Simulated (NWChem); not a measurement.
CH$_{6}$N cation; SMILES [NH3+]C

```xyz
8

C      0.0000     0.0000     0.8146
N      0.0000     0.0000    -0.7025
H     -1.0168     0.1956     1.1548
H      0.6778     0.7828     1.1548
H      0.3391    -0.9784     1.1548
H     -0.6253    -0.7236    -1.0803
H      0.9394    -0.1797    -1.0803
H     -0.3140     0.9034    -1.0803
```
Atoms are numbered in this order, from 1.

Program: NWChem. Geometry optimised at B3LYP/6-31G*; all other runs use it. Pople sets run with spherical d functions.

```tsv
quantity	level	value
isotropic polarisability (bohr³) at 1065 nm	PBE0/Sadlej pVTZ	20.4
charge (e), ESP C1	Hartree-Fock/6-31G*	0.00
solvation free energy (kcal/mol) in 1,4-dioxane	PBE/def2-SVP, SMD	-40.9
first 1s excitation (eV), C K edge, unshifted	B3LYP/def2-TZVP, TDA	276.9
highest harmonic frequency (cm⁻¹)	B3LYP/6-31G*	3473
```
